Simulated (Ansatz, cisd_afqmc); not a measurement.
System: AlCl, charge 0, triplet. This triplet is an excited state, 3.0 eV above the singlet at CCSD(T)/cc-pV(5+d)Z (Ansatz, a first-principles code). AlCl (SMILES [Al][Cl], triplet).
B3LYP-D3(BJ)/def2-TZVP minimum from Ansatz:
```xyz
2

Al     0.0000     0.0000    -1.2044
Cl     0.0000     0.0000     0.9210
```
Charge 0, spin multiplicity 3.

Total energies in cc-pV(D+d)Z, 10 correlated electrons, 10 frozen orbitals. Radicals and triplets start from unrestricted determinants; spin-orbit coupling is neglected. Correlated methods leave the cores frozen. No relativity. The Monte Carlo rows (phaseless AFQMC, CISD trial, step 0.005/hartree) carry one-sigma bars that omit the constraint's bias. Outlying blocks are dropped, and bars are widened where a walk drifts. Over all cases where full CI ran beside it in this data, AFQMC minus full CI had a median of +0.1 mEh and passed +0.4 mEh in a tenth of the cases. The spin of AlCl ([Al][Cl], triplet) was assumed, and the state is the lowest solution found for it.

```
method         program         energy (Eh)  minus CCSDTQ (mEh)
----------  ----------  ------------------  ------------------
HF              Ansatz          -701.40847              183.51
MP2             Ansatz          -701.56858               23.40
CCSD            Ansatz          -701.58643                5.55
CCSD(T)         Ansatz          -701.59094                1.03
CCSDT(Q)        Ansatz          -701.59199               -0.02
CCSDTQ          Ansatz          -701.59198                0.00
AFQMC/CISD  cisd_afqmc  -701.5918 ± 0.0002           0.1 ± 0.2
```

Rough core times of Ansatz's runs on a shared machine: CCSD(T) under 20 s, CCSDT(Q) 30 s, CCSDTQ 20 min.
